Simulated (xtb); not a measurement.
A run for xtb: GFN1-xTB on LiP-, 2S+1 = 4, a spin state set in the input, which need not be the lowest, a point of a bond scan (R = 2.524 Å). Charge -1.

```
$ xtb mol.xyz --gfn 1 --sp --chrg -1 --uhf 3
2

Li     0.00000000     0.00000000     0.00000000
P      0.00000000     0.00000000     2.52354300
```

Program output:

```
[...]
           -------------------------------------------------
          |                Calculation Setup                |
           -------------------------------------------------



           -------------------------------------------------
          |                 G F N 1 - x T B                 |
           -------------------------------------------------

        Reference                      10.1021/acs.jctc.7b00118
      * Hamiltonian:
        H0-scaling (s, p, d)           1.850000    2.250000    2.000000
        zeta-weighting                 0.000000
      * Dispersion:
        s8                             2.400000
        a1                             0.630000
        a2                             5.000000
        s9                             0.000000
      * Repulsion:
        kExp                           1.500000
        rExp                           1.000000
      * Coulomb:
        alpha                          2.000000
        third order                    atomic
        anisotropic                    false
      * Halogen bond correction:
        rad-scale                      1.300000
        damping                        0.440000


          ...................................................
          :                      SETUP                      :
          :.................................................:
          :  # basis functions                  14          :
          :  # atomic orbitals                  13          :
          :  # shells                            5          :
          :  # electrons                         7          :
          :  # halogen bonds                     0          :
          :  max. iterations                   250          :
          :  Hamiltonian                  GFN1-xTB          :
          :  restarted?                      false          :
          :  GBSA solvation                  false          :
          :  PC potential                    false          :
          :  electronic temp.          300.0000000     K    :
          :  accuracy                    1.0000000          :
          :  -> integral cutoff          0.2500000E+02      :
          :  -> integral neglect         0.1000000E-07      :
          :  -> SCF convergence          0.1000000E-05 Eh   :
          :  -> wf. convergence          0.2000000E-04 e    :
          :  Broyden damping             0.4000000          :
          :  net charge                         -1          :
          :  unpaired electrons                  3          :
          ...................................................

 iter      E             dE          RMSdq      gap      omega  full diag
   1     -1.2036852 -0.120369E+01  0.303E+01    1.71       0.0  T
   2     -2.9029815 -0.169930E+01  0.991E+00    2.04       1.0  T
   3     -2.9834936 -0.805121E-01  0.351E+00    2.40       1.0  T
   4     -2.9875944 -0.410081E-02  0.896E-01    2.40       1.0  T
   5     -2.9832383  0.435608E-02  0.214E+00    2.40       1.0  T
   6     -2.9888011 -0.556284E-02  0.149E-02    2.41       4.8  T
   7     -2.9888003  0.878822E-06  0.300E-02    2.41       2.4  T
   8     -2.9888012 -0.974693E-06  0.297E-03    2.41      23.8  T
   9     -2.9888012 -0.109190E-07  0.709E-05    2.41     997.7  T
  10     -2.9888012 -0.395506E-11  0.439E-05    2.41    1611.6  T

   *** convergence criteria satisfied after 10 iterations ***

         #    Occupation            Energy/Eh            Energy/eV
      -------------------------------------------------------------
         1        2.0000           -0.5287268             -14.3874
         2        1.9995           -0.2035518              -5.5389
         3        1.0002           -0.1884425              -5.1278
         4        1.0002           -0.1884425              -5.1278
         5        1.0000           -0.1260506              -3.4300 (HOMO)
         6                         -0.0375250              -1.0211 (LUMO)
         7                         -0.0375250              -1.0211
         8                          0.1484507               4.0395
         9                          0.1537167               4.1828
        10                          0.1537167               4.1828
       ...                                ...                  ...
        13                          0.2880733               7.8389
      -------------------------------------------------------------
                  HL-Gap            0.0885256 Eh            2.4089 eV
             Fermi-level           -0.1390572 Eh           -3.7839 eV

 SCC (total)                   0 d,  0 h,  0 min,  0.001 sec
 SCC setup                      ...        0 min,  0.000 sec (  4.136%)
 Dispersion                     ...        0 min,  0.000 sec (  2.299%)
 classical contributions        ...        0 min,  0.000 sec (  1.171%)
 integral evaluation            ...        0 min,  0.000 sec ( 23.989%)
 iterations                     ...        0 min,  0.000 sec ( 44.083%)
 molecular gradient             ...        0 min,  0.000 sec ( 18.011%)
 printout                       ...        0 min,  0.000 sec (  5.864%)

         :::::::::::::::::::::::::::::::::::::::::::::::::::::
         ::                     SUMMARY                     ::
         :::::::::::::::::::::::::::::::::::::::::::::::::::::
         :: total energy              -2.987797131030 Eh    ::
         :: gradient norm              0.027763780442 Eh/a0 ::
         :: HOMO-LUMO gap              2.408905251100 eV    ::
         ::.................................................::
         :: SCC energy                -2.988801246472 Eh    ::
         :: -> electrostatic           0.065135950883 Eh    ::
         :: repulsion energy           0.001301120186 Eh    ::
         :: dispersion energy         -0.000297004744 Eh    ::
         :: halogen bond corr.         0.000000000000 Eh    ::
         :: add. restraining           0.000000000000 Eh    ::
         :: total charge              -1.000000000802 e     ::
         :::::::::::::::::::::::::::::::::::::::::::::::::::::

           -------------------------------------------------
          |                Property Printout                |
           -------------------------------------------------

    * Orbital Energies and Occupations

         #    Occupation            Energy/Eh            Energy/eV
      -------------------------------------------------------------
         1        2.0000           -0.5287268             -14.3874
         2        1.9995           -0.2035518              -5.5389
         3        1.0002           -0.1884425              -5.1278
         4        1.0002           -0.1884425              -5.1278
         5        1.0000           -0.1260506              -3.4300 (HOMO)
         6                         -0.0375250              -1.0211 (LUMO)
         7                         -0.0375250              -1.0211
         8                          0.1484507               4.0395
         9                          0.1537167               4.1828
        10                          0.1537167               4.1828
        11                          0.1831911               4.9849
        12                          0.1831911               4.9849
        13                          0.2880733               7.8389
      -------------------------------------------------------------
                  HL-Gap            0.0885256 Eh            2.4089 eV
             Fermi-level           -0.1390572 Eh           -3.7839 eV

  Mulliken/CM5 charges         n(s)   n(p)   n(d)
     1Li   -0.95809 -0.90376   1.223  0.735  0.000
     2P    -0.04191 -0.09624   1.852  3.185  0.006

Wiberg/Mayer (AO) data.
largest (>0.10) Wiberg bond orders for each atom

 ---------------------------------------------------------------------------
Note: The following floating-point exceptions are signalling: IEEE_DENORMAL
normal termination of xtb
     #   Z sym  total        # sym  WBO       # sym  WBO       # sym  WBO
 ---------------------------------------------------------------------------
     1   3 Li   1.481 --     2 P    1.481
     2  15 P    1.481 --     1 Li   1.481
 ---------------------------------------------------------------------------

Topologies differ in total number of bonds
Writing topology from bond orders to xtbtopo.mol

 dipole moment from electron density (au)
     X       Y       Z
   0.0000   0.0000   0.1174  total (Debye):    0.298


           -------------------------------------------------
          | TOTAL ENERGY               -2.987797131030 Eh   |
          | GRADIENT NORM               0.027763780442 Eh/α |
          | HOMO-LUMO GAP               2.408905251100 eV   |
           -------------------------------------------------

------------------------------------------------------------------------
------------------------------------------------------------------------
 total:
 SCF:
```

The run finished.

Cost: about 0.020 core-seconds (a rough figure).
